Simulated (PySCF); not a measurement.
Work out the structure from these simulated measurements.

Formula: C4H8OSi.

* 13C NMR: chemical shifts (computed TMS as zero) by class: 247.6 (1 C), 35.6 (1 C), 1.9 (2 C) ppm [GIAO PBE/pcSseg-2]
* Triplet: lowest triplet excitation (Tamm–Dancoff): 2.94 eV [TDA B3LYP/def2-SVPD]
* Valence photoelectron: vertical ionisation energy: 8.95 eV [ΔSCF B3LYP/def2-SVPD]
* UV, strongest line: among the 10 lowest singlet transitions: S2 at 4.78 eV (259 nm, f = 0.144) [TDDFT B3LYP/def2-SVPD]
* 1H NMR: chemical shifts (computed TMS as zero) by class: 3.05 (1 H), 2.13 (3 H), 1.09 (2 H), 0.96 (2 H) ppm [GIAO PBE/pcSseg-2]
* NMR, other nuclei: isotropic shieldings of nuclei other than C and H, by class: -488 (1 O), 466 (1 Si) ppm [GIAO PBE/pcSseg-2]
* Dipole: 2.85 D [B3LYP/def2-SVPD]
* Rotational structure: rotational constants A, B, C: 5.424, 1.896, 1.601 GHz [PBE0-D3(BJ)/def2-SVP]
* UV, first state: lowest singlet excitation: 3.56 eV (349 nm, f = 0.001) [TDDFT B3LYP/def2-SVPD]
* Polarisability: 81.1 au [B3LYP/def2-SVPD]

Electronic properties: PySCF, gas phase, density fitting. Levels stand in brackets. One conformer (not necessarily the lowest) at the PBE0-D3(BJ)/def2-SVP geometry, without solvent, vibrations or thermal averaging. NMR classes are plain means over equivalent atoms (diastereotopic ones count apart unless rotation or inversion swaps them), as if these changed places fast.

Q: Propose a structure and show how it fits.

A: Numbering: `[CH3:1][C:2](=[O:3])[SiH:4]1[CH2:5][CH2:6]1`. Its formula, C4H8OSi, gives 2 degrees of unsaturation: 1 ring and 1 π bond in the structure found. 4 carbons fall into 3 classes; from least to most shielded: carbonyl carbon [C2] (247.6 ppm), methyl carbon next to a carbonyl [C1] (35.6 ppm), ring sp3 carbon bound to silicon [C5/C6] (1.9 ppm, 2 C). Hydrogen classes from least to most shielded: 1 H on an SiH silicon, Si4 (3.05 ppm), 3 H on a methyl carbon next to a carbonyl, C1 (2.13 ppm, a mean of values up to 0.5 ppm apart in this geometry), 2 H on 2 like atoms (sp3 carbon bound to silicon), C5/C6 (1.09 ppm), 2 H on 2 like atoms (sp3 carbon bound to silicon), C5/C6 (0.96 ppm). The other shieldings belong to: -488 ppm, carbonyl oxygen [O3]; 466 ppm, SiH silicon [Si4]. S1 is mainly HOMO→LUMO (weight 0.98); the largest Löwdin shares of the orbital it empties are 0.52 on the carbonyl oxygen, 0.16 on the carbonyl carbon, 0.10 on the SiH silicon and 0.10 on the methyl carbon next to a carbonyl, of the orbital it fills 0.35 on the carbonyl carbon, 0.31 on the carbonyl oxygen, 0.11 on the SiH silicon and 0.06 on the methyl carbon next to a carbonyl. By its constants the optimised geometry is an asymmetric top. Structure: `CC(=O)[SiH]1CC1`. Computed isomers that give other values at the same levels: `[SiH3]OC=C1CC1` (rotational constant A: 13.383 GHz; this holds for the one conformer computed); `C=C1C[C@@H]1O[SiH3]` (rotational constant A: 8.686 GHz; this holds for the one conformer computed); `C=CC(=C)O[SiH3]` (smallest rotational constant: 1.394 GHz; this holds for the one conformer computed). The assignments are read from this structure; whether some other isomer fits the data as well wasn't checked.

Conformer computed: `[CH3:1][C:2](=[O:3])[SiH:4]1[CH2:5][CH2:6]1`: C1–C2–Si4–C5 -27°.
